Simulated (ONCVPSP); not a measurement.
## What one change does to a pseudopotential (indium, ONCV)

| Property | Result |
| --- | --- |
| Element | indium |
| Generator | ONCVPSP 4.0.1 |
| Type | optimised norm-conserving Vanderbilt (ONCV) |
| Functional | PBE |
| Relativity | scalar-relativistic |
| Frozen core | [Kr] 4d10 |
| Valence charge | 3 |
| Reference configuration | 5s2 5p1 |
| Partial waves | 5s: rc 2.15 bohr, ncon 4, nbas 8, qcut 3.1 1/bohr, 3 projectors, debl 0.3 Ha; 5p: rc 2.25 bohr, ncon 3, nbas 8, qcut 3.3 1/bohr, 2 projectors, debl 3.9 Ha; d scattering state at 0.09 Ha: rc 2.35 bohr, ncon 3, nbas 8, qcut 4.2 1/bohr, 3 projectors, debl 1.5 Ha |
| Local potential | polynomial inside 1.70 bohr (lpopt 3, dvloc0 0 Ha) |
| Core correction | Teter function, fcfact 4.25, rcfact 1.55 |

In the s channel the program set the typed energies aside and used -0.302, 0.250, 0.550 Ha.

Change: p: rc 1.56; local potential polynomial inside 1.56 bohr (lpopt 3, dvloc0 0 Ha).

Cutoffs: the cutoffs (Ha) at which the residual kinetic energy of the hardest occupied pseudo-wave falls to 1 and 0.1 mHa per electron; they do not see the model core or the augmentation charge, which bear on the density cutoff. Errors are all-electron minus pseudo energies relative to the spin-unpolarised reference configuration.

Problem. How do hardness, ghosts and transferability respond?

Solution. The potential gets harder (5.8 Ha and 29 Ha → 102 Ha and 118 Ha); the bound ghosts move from d, s to d, p, s; of the 4 tests that both files solve, the error grows in 0 and shrinks in 1 by more than 15 % and 0.3 meV (median size 48.0 → 46.0 meV). A smaller radius makes the pseudo-wave follow the all-electron one further in, where it bends more sharply, so more plane waves are needed.

| quantity | base | changed |
| --- | --- | --- |
| cutoff, loose | 5.8 Ha | 102 Ha |
| cutoff, tight | 29 Ha | 118 Ha |
| loose cutoff by channel | s 5.8 Ha, p 3.9 Ha | s 5.8 Ha, p 102 Ha |
| bound ghosts | s, d | s, p, d |
| GHOST(+) flags under 300 eV | s at 89.8 eV, p at 143.9 eV | s at 68.0 eV |
| error for 5s2 5p0, meV [ΔE 5.36 eV] | -74 | -75 |
| error for 5s1 5p0, meV [ΔE 24.60 eV] | -411 | -416 |
| error for 5s2 5p0.5, meV [ΔE 1.94 eV] | -15 | -16 |
| error for 5s1 5p2, meV [ΔE 5.84 eV] | -22 | -17 |
| s: phases at 2.19 bohr within 0.05 rad from the reference energy up to (Ha; the scan ends near 5) | 3.2 | 2.5 |
| d: phases at 2.39 bohr within 0.05 rad from the reference energy up to (Ha; the scan ends near 5) | 4.9 | to the end of the scan |
| rms error of d²Exc/dni dnj with the model core, mHa | 3.13 | 3.20 |

Base: The cutoffs count occupied waves only; projector 3 of the d channel, the hardest unoccupied one, needs 75 Ha at the loose tolerance. A true bound ghost makes a file unfit for plane-wave use even where its test errors are small: the radial tests pick states by their node count and pass the ghost by.
